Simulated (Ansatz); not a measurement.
Calculated with Ansatz (gas phase, PBE0-D4/def2-TZVP geometries, no zero-point term in ΔE). CCSD(T)/CBS is the MP2 limit (def2-TZVPP, def2-QZVPP) plus CCSD(T) − MP2 in def2-TZVPP, frozen cores. DFT in def2-TZVPP. B3LYP here is the variant with VWN-RPA as its local correlation; programs differ in this. HSE06 is defined as in plane-wave codes. def2 core potentials past Kr. For Au outer-core shells are correlated without core-valence functions, which leaves a few kJ/mol of doubt a bond. One conformer a species, not always the lowest.

Reaction (substitution at a C–O bond): `COC(C)Cl` + `[SH][Au]` → `C[S][Au]` + `CC(O)Cl`

```tsv
level	ΔE (kJ/mol)	difference from CCSD(T)/CBS
PBE-D4	-26.3	-4.3
r2SCAN-D4	-23.3	-1.3
HSE06-D4	-22.8	-0.8
ωB97X-V	-13.5	8.5
ωB97M-V	-15.5	6.5
B3LYP	-18.7	3.3
HSE06	-23.0	-1.0
BHLYP	-12.6	9.4
CAM-B3LYP	-12.7	9.3
RPA@PBE/def2-TZVPP	-14.6	7.4
MP2/def2-SVP	-11.1	10.9
CCSD(T)/def2-SVP	-3.6	18.4
HF/def2-TZVPP	-4.0	18.0
MP2/def2-TZVPP	-25.3	-3.3
SCS-MP2/def2-QZVPP	-23.3	-1.3
HF/CBS(def2)	-3.9	18.1
CCSD(T)/CBS	-22.0	0
```

Largest T1 diagnostic among the species: 0.025, so the coupled-cluster value is less sure than usual.

From BLYP to BHLYP (50 % exact exchange), in def2-TZVPP and without D4, ΔE moves by +9.4 kJ/mol. In def2-TZVPP, CCSD(T) changes the Hartree–Fock value by −14.3 kJ/mol (the triples alone add −2.2 kJ/mol) and MP2 by −21.3 kJ/mol.
